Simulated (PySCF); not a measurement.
Ground-state electric properties of a mixed set of molecules.

All values: CAM-B3LYP/def2-SVPD (PySCF) at PBE0-D3(BJ)/def2-SVP geometries, gas phase, one conformer each. Core orbitals are frozen in the response; Δα² is half the sum of the squared differences of the principal polarisabilities. Atoms past krypton carry effective core potentials. The calculation is non-relativistic apart from the core potentials, for germanium too.

Task: Rank by mean static polarisability, highest first.
A. `[NH2][Mo]([NH2])(=[O])=[O]`
B. `[CH3][Ge@@H]([GeH3])[CH2][SiH3]`
C. `CC1=COC=N1`
D. `[NH]=[Mo](=[NH])([OH])[OH]`

Result: B (17.51 Å³), D (9.65 Å³), A (9.39 Å³), C (8.03 Å³).

Task: Rank by vertical ionisation energy (ΔSCF), lowest first.
A. `[NH]=[Mo](=[NH])([OH])[OH]`
B. `[CH3][Ge@@H]([GeH3])[CH2][SiH3]`
C. `Cc1cocn1`

Result: C (9.25 eV), B (9.66 eV), A (9.87 eV).

Task: Rank by polarisability anisotropy Δα, lowest first.
A. 5-methylisoxazole, `Cc1ccno1`
B. Mo(NH)2(OH)2 (`[NH]=[Mo](=[NH])([OH])[OH]`)
C. 4-methyloxazole (`n1cocc1C`)
D. MoO2(NH2)2 (`[NH2][Mo]([NH2])(=[O])=[O]`)
E. `[CH3:1][Ge@@H:2]([GeH3:3])[CH2:4][SiH3:5]` with C1–Ge2–C4–Si5 -58°

Result: D (1.42 Å³), B (1.90 Å³), E (3.15 Å³), C (3.72 Å³), A (4.07 Å³).

All values together:

```csv
SMILES,formula,μ (D),HOMO (eV),LUMO (eV),α (Å³),Δα (Å³),electrons,α per electron (Å³),ΔSCF removal energy (eV)
[NH2][Mo]([NH2])(=[O])=[O],H4MoN2O2,4.24,-9.14,-0.81,9.39,1.42,76,0.124,9.88
Cc1ccno1,C4H5NO,3.36,-8.79,0.75,8.14,4.07,44,0.185,9.67
Cc1cocn1,C4H5NO,1.43,-8.34,0.92,8.03,3.72,44,0.183,9.25
[CH3][Ge@@H]([GeH3])[CH2][SiH3],C2H12Ge2Si,0.99,-8.97,0.84,17.51,3.15,102,0.172,9.66
[NH]=[Mo](=[NH])([OH])[OH],H4MoN2O2,1.58,-9.16,-0.34,9.65,1.90,76,0.127,9.87
```

Conformers: `[NH2][Mo]([NH2])(=[O])=[O]` (singlet state); `[CH3:1][Ge@@H:2]([GeH3:3])[CH2:4][SiH3:5]` with C1–Ge2–C4–Si5 -58°; `[NH]=[Mo](=[NH])([OH])[OH]` (singlet state).

Task: By how much does the ΔSCF value exceed −ε(HOMO) over the species that have both?

Result: By 0.69 to 0.90 eV, 0.79 eV on average, over 5 species.
